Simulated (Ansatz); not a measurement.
Relaxation of Cl₂GeH₅NO₂ (11 atoms, charge 0, multiplicity 1), to a largest force component of 0.03 eV/Å in at most 50 steps.

Method: RKS BLYP-D4/def2-SVP (Ansatz 0.2.0).

```xyz
11
Properties=species:S:1:pos:R:3
Ge -0.077 -0.128 0.143
Cl -0.168 -0.427 2.334
Cl 1.942 -0.545 -0.574
O -0.767 1.393 -0.497
H -1.601 1.165 -0.963
O -1.182 -1.343 -0.573
H -1.185 -2.178 -0.065
N 1.413 2.389 1.217
H 2.117 1.853 0.699
H 0.632 2.614 0.591
H 1.061 1.808 2.004
```

Task: Where does it end, and by what steps?

Result: It converged. After 7 steps the energy has fallen by 0.048 eV; H11 moved furthest, 0.25 Å.

| step | energy less start (eV) | largest force component (eV/Å) | accepted |
| --- | --- | --- | --- |
| 0 | 0.0000 | 0.518 | yes |
| 1 | -0.0280 | 0.285 | yes |
| 2 | -0.0366 | 0.203 | yes |
| 3 | -0.0363 | 0.358 | no |
| 4 | -0.0448 | 0.124 | yes |
| 5 | -0.0475 | 0.054 | yes |
| 6 | -0.0478 | 0.049 | yes |
| 7 | -0.0485 | 0.016 | yes |

```xyz
11
Properties=species:S:1:pos:R:3
Ge -0.164 -0.271 0.120
Cl -0.235 -0.472 2.292
Cl 1.880 -0.620 -0.539
O -0.751 1.308 -0.462
H -1.620 1.179 -0.898
O -1.290 -1.447 -0.619
H -1.206 -2.339 -0.225
N 1.517 2.578 1.244
H 2.172 1.964 0.741
H 0.707 2.694 0.619
H 1.176 2.029 2.044
```

Whether the end is a true minimum wasn't checked by a vibrational analysis.

Run time: 15 s on 4 threads of Arm Neoverse V2, with other jobs on the host, peak memory 0.22 GiB.
